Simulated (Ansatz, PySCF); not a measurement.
Si(F)3(SiH3) (F3H3Si2), SMILES F[Si](F)(F)[SiH3]. Atoms are numbered in the order given.

```xyz
8

F      1.2917     0.7458    -1.0257
Si     0.0000     0.0000    -0.4265
F     -1.2917     0.7458    -1.0257
F      0.0000    -1.4916    -1.0257
Si     0.0000     0.0000     1.8961
H      0.0000     1.4129     2.3730
H      1.2236    -0.7065     2.3730
H     -1.2236    -0.7065     2.3730
```

The structure is a stationary point at PBE0-D3(BJ)/def2-SVP.

Vertical ionisation energy (IE) and electron affinity (EA) in eV. Rows of orbital energies are one-electron estimates. Where ΔSCF, EOM or ADC give a negative EA the extra electron is unbound and the value depends on the basis.

```tsv
level	IE	EA
−ε(HOMO), −ε(LUMO), CAM-B3LYP/def2-TZVP (PySCF)	10.86	-0.68
−ε(HOMO), −ε(LUMO), PBE/def2-TZVP (PySCF)	___	___
ΔSCF, CAM-B3LYP/def2-SVPD (Ansatz), final states of multiplicity 2 and 2	11.99	-1.23
ΔSCF, PBE/def2-SVPD (Ansatz), final states of multiplicity 2 and 2	11.43	-0.98
```

Task: Some entries are withheld; supply them. (The exact figures need the calculation; the answer reports its results.)

Result: 
- −ε(HOMO), −ε(LUMO), PBE/def2-TZVP (PySCF), IE: 8.15
- −ε(HOMO), −ε(LUMO), PBE/def2-TZVP (PySCF), EA: 1.27

Task: What vertical singlet–triplet gap does ΔSCF give with CAM-B3LYP/def2-SVPD (Ansatz, a quantum-chemistry and plane-wave program) and with PBE/def2-SVPD (Ansatz)? (The exact figures need the calculation; the answer reports its results.)

Result: 7.04 and 6.46 eV (triplet above singlet where positive).
